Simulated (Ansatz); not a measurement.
Ansatz (a program for electronic structure) input (CCSD(T)/cc-pVQZ):

Ansatz 0.2 input:
```yaml
crystal:
  periodic: [false, false, false]
  atoms:
    - {symbol: C, position_ang: [2.50816554, -0.19319897, 0.04710574]}
    - {symbol: C, position_ang: [1.13015895, -0.77633961, -0.17599021]}
    - {symbol: C, position_ang: [0.06625295, 0.04601979, -0.26577777]}
    - {symbol: C, position_ang: [0.03361950, 1.57137540, -0.19857788]}
    - {symbol: C, position_ang: [-1.31964331, -0.55133792, -0.44511142]}
    - {symbol: C, position_ang: [-2.17956736, -0.52491130, 0.82789127]}
    - {symbol: H, position_ang: [2.93153336, -0.58700177, 0.98177660]}
    - {symbol: H, position_ang: [3.19548690, -0.53497966, -0.73929011]}
    - {symbol: H, position_ang: [2.62192210, 0.91625286, 0.09952466]}
    - {symbol: H, position_ang: [-0.41336947, 2.00747596, -1.10620179]}
    - {symbol: H, position_ang: [1.03140349, 2.00055135, -0.08887362]}
    - {symbol: H, position_ang: [-0.57021395, 1.94828076, 0.64034001]}
    - {symbol: H, position_ang: [-1.87478179, -0.03162790, -1.24630142]}
    - {symbol: H, position_ang: [-1.18096594, -1.58928177, -0.75652625]}
    - {symbol: H, position_ang: [-2.32884773, 0.49585476, 1.19301185]}
    - {symbol: H, position_ang: [-1.67410883, -1.08904923, 1.61624367]}
    - {symbol: H, position_ang: [-3.17197554, -0.96611977, 0.66905782]}
basis:
  gaussian:
    orbitals: cc-pVQZ
total_charge: -1
magnetization: {spin_polarized: false}
correlation: {method: ccsd_t, electrons: outside_noble_gas}
```

Output:

```
Functional definition: HF
integrals: 27.30 GiB planned
3806 factors; integrals over basis functions are off by at most 1.1e-3 eV
9.20 GiB of device memory are held for the factors and their scratch space
mean field: 8.45 GiB planned
mean field evaluation 1: about -6351.7989 eV, gradient 3.7e1 eV
mean field evaluation 2: about -6351.9703 eV, gradient 3.7e1 eV
mean field evaluation 4: about -6356.3130 eV, gradient 5.8e0 eV
mean field evaluation 8: about -6356.4399 eV, gradient 4.6e-1 eV
mean field evaluation 16: about -6356.4418 eV, gradient 2.4e-6 eV
mean field -6356.44177085 eV, -233.5949265276 hartree, gradient 2.4e-6 eV, S^2 0.000000; 0 other end points of the search recorded, 0 dependent functions left out
6 core orbitals not correlated
reference -6356.44177085 eV, -233.5949265276 hartree; 18, 18 occupied and 636, 636 virtual orbitals, 3806 factors
second order -30.39045616 eV of doubles, -0.00000000 eV of singles
coupled cluster: 61.77 GiB planned
cycle   1  -30.65267392 eV  change   -2.6e-1 eV  update   1.2e-1
cycle   2  -31.41186344 eV  change   -7.6e-1 eV  update   3.5e-2
cycle   3  -31.56297554 eV  change   -1.5e-1 eV  update   1.8e-2
cycle   4  -31.55359089 eV  change    9.4e-3 eV  update   5.8e-3
cycle   5  -31.55154646 eV  change    2.0e-3 eV  update   3.7e-3
cycle   6  -31.55285681 eV  change   -1.3e-3 eV  update   1.5e-3
cycle   7  -31.55234795 eV  change    5.1e-4 eV  update   6.8e-4
cycle   8  -31.55210707 eV  change    2.4e-4 eV  update   2.9e-4
cycle   9  -31.55221690 eV  change   -1.1e-4 eV  update   1.4e-4
cycle  10  -31.55226527 eV  change   -4.8e-5 eV  update   7.3e-5
cycle  11  -31.55219436 eV  change    7.1e-5 eV  update   3.4e-5
cycle  12  -31.55222703 eV  change   -3.3e-5 eV  update   1.7e-5
perturbative correction -1.47776351 eV, -0.0543068074 hartree
Total energy: -6389.47176139 eV, -234.8087562915 hartree
```

It need not be the lowest isomer of its formula. Whether it binds its extra electron was not tested at this geometry.
